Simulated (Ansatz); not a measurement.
```yaml
crystal:
  periodic: [false, false, false]
  atoms:
    - {symbol: O, position_ang: [-1.109249, 1.213278, 1.504443]}
    - {symbol: Si, position_ang: [0.096800, 0.533225, 0.445612]}
    - {symbol: S, position_ang: [1.504426, 1.783182, -0.918356]}
    - {symbol: C, position_ang: [-0.752182, -0.619832, -0.969367]}
    - {symbol: Si, position_ang: [0.657672, -1.413579, 0.149813]}
    - {symbol: H, position_ang: [-0.466196, 1.712739, 2.298491]}
    - {symbol: H, position_ang: [0.720726, 2.532754, -1.165326]}
    - {symbol: H, position_ang: [-1.689800, -0.883504, -0.634208]}
    - {symbol: H, position_ang: [-0.577551, -0.407380, -1.754694]}
    - {symbol: H, position_ang: [1.746645, -2.246540, -0.772320]}
    - {symbol: H, position_ang: [0.053911, -2.708964, 1.271404]}
basis:
  gaussian: {orbitals: def2-mTZVP, nuclear_model: gaussian}
hamiltonian: {xc: {name: B97M-V}}
```

```sh
$ ansatz run in.yaml --threads 4 --pin off --events-out ev --progress --plain --max-ram 10444MiB
```

Shortened log:

```
Functional definition: B97M-V
  name "B97M-V"
  cite "Mardirossian & Head-Gordon, J. Chem. Phys. 142, 074111 (2015) doi:10.1063/1.4907719"
  cite "Becke, J. Chem. Phys. 107, 8554 (1997) doi:10.1063/1.475007"
  cite "Vydrov & Van Voorhis, J. Chem. Phys. 133, 244103 (2010) doi:10.1063/1.3521275"
  # Of w^i u^j: cxij and so on, Table III.
  parameter cx00 = 1.000
  parameter cx01 = 1.308
  parameter cx02 = 1.901
  parameter cx10 = 0.416
  parameter cx11 = 3.070
  parameter css00 = 1.000
  parameter css02 = -1.855
  parameter css10 = -5.668
  parameter css32 = -20.497
  parameter css42 = -20.364
  parameter cos00 = 1.000
  parameter cos01 = 1.573
  parameter cos03 = -6.298
  parameter cos10 = 2.535
  parameter cos32 = -6.427
  parameter b = 6.0
  parameter c = 0.01
  gx(w, u) = cx00 + cx01*u + cx02*u^2 + (cx10 + cx11*u)*w
  gss(w, u) = css00 + css02*u^2 + css10*w + (css32*w^3 + css42*w^4)*u^2
  gos(w, u) = cos00 + cos01*u + cos03*u^3 + cos10*w + cos32*w^3*u^2
  exchange = spin_sum(e_x_unif_s*gx(b97_w, b97_u_x))
  correlation = spin_sum(e_c_pw_mod_same_spin*gss(b97_w, b97_u_same))
      + integral(e_c_pw_mod_opposite_spin*gos(b97_w_opposite, b97_u_opposite)) + vv10(b, c)
1254 factors; their error is unknown
mean field evaluation 1: about -29746.1265 eV, gradient 8.4e1 eV
mean field evaluation 2: about -29670.6037 eV, gradient 1.6e2 eV
mean field evaluation 4: about -29760.6263 eV, gradient 2.1e1 eV
mean field evaluation 8: about -29761.7978 eV, gradient 1.4e-1 eV
mean field evaluation 16: about -29761.7673 eV, gradient 1.3e-3 eV
mean field -29761.76728936 eV, -1093.7247746336 hartree, gradient 1.4e-5 eV, S^2 0.000000; 0 other end points of the search recorded, 0 dependent functions left out
reference -29761.76735716 eV, -1093.7247771250 hartree; 32, 32 occupied and 95, 95 virtual orbitals, 1254 factors
Total energy: -29761.76735716 eV, -1093.7247771250 hartree
```

Run time 6 s (4 threads of an Arm Neoverse V2 on a shared host); peak host memory 0.25 GiB.
